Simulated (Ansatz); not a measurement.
```yaml
crystal:
  periodic: [false, false, false]
  atoms:
    - {symbol: C, position_ang: [-0.622079, 1.386867, -0.227244]}
    - {symbol: C, position_ang: [0.626486, 0.947393, -1.035470]}
    - {symbol: C, position_ang: [1.106004, -0.300430, -0.284726]}
    - {symbol: C, position_ang: [0.106107, -1.433346, -0.544322]}
    - {symbol: C, position_ang: [-1.142221, -0.993850, 0.264259]}
    - {symbol: C, position_ang: [-0.703337, 0.336700, 0.886860]}
    - {symbol: C, position_ang: [0.779022, 0.070173, 1.164922]}
    - {symbol: H, position_ang: [-1.531561, 1.409122, -0.832298]}
    - {symbol: H, position_ang: [-0.486946, 2.387346, 0.191160]}
    - {symbol: H, position_ang: [1.394124, 1.725167, -1.026120]}
    - {symbol: H, position_ang: [0.398474, 0.730109, -2.081671]}
    - {symbol: H, position_ang: [2.142765, -0.569810, -0.492018]}
    - {symbol: H, position_ang: [-0.101628, -1.556237, -1.609914]}
    - {symbol: H, position_ang: [0.495548, -2.386573, -0.178296]}
    - {symbol: H, position_ang: [-2.031291, -0.877191, -0.359986]}
    - {symbol: H, position_ang: [-1.384815, -1.724330, 1.040039]}
    - {symbol: H, position_ang: [-1.307010, 0.645092, 1.741778]}
    - {symbol: H, position_ang: [0.944788, -0.751004, 1.867539]}
    - {symbol: H, position_ang: [1.317561, 0.954793, 1.515497]}
basis:
  gaussian: {orbitals: def2-TZVPD}
total_charge: 3
magnetization: {spin_polarized: true, initial_magnetization: 1}
hamiltonian: {xc: {name: PBE-QIDH}}
output: {forces: true}
```

```sh
$ ansatz run in.yaml --threads 2 --pin off --events-out ev --progress --plain --max-ram 32768MiB --backend cuda --devices 0, --max-vram 18GiB
```

Shortened log:

```
Functional definition: PBE-QIDH
2553 factors; integrals over basis functions are off by at most 8.6e-4 eV
mean field evaluation 1: about -7362.4774 eV, gradient 6.9e1 eV
mean field evaluation 2: about -7362.5461 eV, gradient 6.9e1 eV
mean field evaluation 4: about -7381.7551 eV, gradient 2.7e1 eV
mean field evaluation 8: about -7386.2312 eV, gradient 1.5e0 eV
mean field evaluation 16: about -7386.3076 eV, gradient 9.3e-2 eV
mean field evaluation 32: about -7386.7217 eV, gradient 1.4e0 eV
mean field evaluation 64: about -7386.7921 eV, gradient 7.5e-2 eV
mean field evaluation 96: about -7386.7935 eV, gradient 2.5e-5 eV
mean field -7386.79350785 eV, -271.4596544651 hartree, gradient 6.3e-6 eV, S^2 1.539075; 14 other end points of the search recorded, 0 dependent functions left out
7 core orbitals not correlated: weight in the atoms' cores, before any rotation towards them, 1.000 or more for the frozen orbitals, at most 0.000 for the correlated occupied ones
reference -7386.79352076 eV, -271.4596549393 hartree; 19, 18 occupied and 341, 342 virtual orbitals, 2553 factors
second order -34.63447948 eV of doubles, -0.00000000 eV of singles
WARN: the results are in doubt because the forces break the atoms' symmetry
Total energy: -7398.33834725 eV, -271.8839194876 hartree
Atom 0 at    -0.622079     1.386867    -0.227244 Å, force     1.453627    -3.597927    -4.898068 eV/Å
Atom 1 at     0.626486     0.947393    -1.035470 Å, force    -5.122359    -2.069999     2.405170 eV/Å
Atom 2 at     1.106004    -0.300430    -0.284726 Å, force     1.324532    -0.747238    -2.209713 eV/Å
Atom 3 at     0.106107    -1.433346    -0.544322 Å, force    -3.642431     4.688867     1.013964 eV/Å
Atom 4 at    -1.142221    -0.993850     0.264259 Å, force     2.360090     0.565068    -5.761099 eV/Å
Atom 5 at    -0.703337     0.336700     0.886860 Å, force    -0.253188     0.621578     2.733230 eV/Å
Atom 6 at     0.779022     0.070173     1.164922 Å, force     1.524733     0.542972     4.242298 eV/Å
Atom 7 at    -1.531561     1.409122    -0.832298 Å, force    -0.458605     0.855734    -0.406808 eV/Å
Atom 8 at    -0.486946     2.387346     0.191160 Å, force    -0.219718     1.313240     1.696698 eV/Å
Atom 9 at     1.394124     1.725167    -1.026120 Å, force     1.837548     0.943842    -0.248793 eV/Å
Atom 10 at     0.398474     0.730109    -2.081671 Å, force     0.294243     0.669449    -1.334839 eV/Å
Atom 11 at     2.142765    -0.569810    -0.492018 Å, force     0.327852     0.026064     0.473594 eV/Å
Atom 12 at    -0.101628    -1.556237    -1.609914 Å, force    -0.111320    -1.181818    -0.953414 eV/Å
Atom 13 at     0.495548    -2.386573    -0.178296 Å, force     1.277986    -1.617939     0.278117 eV/Å
Atom 14 at    -2.031291    -0.877191    -0.359986 Å, force    -0.794484    -0.683504    -0.088232 eV/Å
Atom 15 at    -1.384815    -1.724330     1.040039 Å, force    -0.584679    -0.365623     2.043399 eV/Å
Atom 16 at    -1.307010     0.645092     1.741778 Å, force     0.304350     0.054893     0.588836 eV/Å
Atom 17 at     0.944788    -0.751004     1.867539 Å, force     0.272998     0.135909     0.182648 eV/Å
Atom 18 at     1.317561     0.954793     1.515497 Å, force     0.208823    -0.153569     0.243011 eV/Å
Dipole moment:    -0.100839    -0.010217    -0.156605 e Å
In doubt: the forces break the atoms' symmetry
```

In this input the charge is far from anything that the molecule holds. The run converged. The result belongs to that input, not to the molecule as meant.
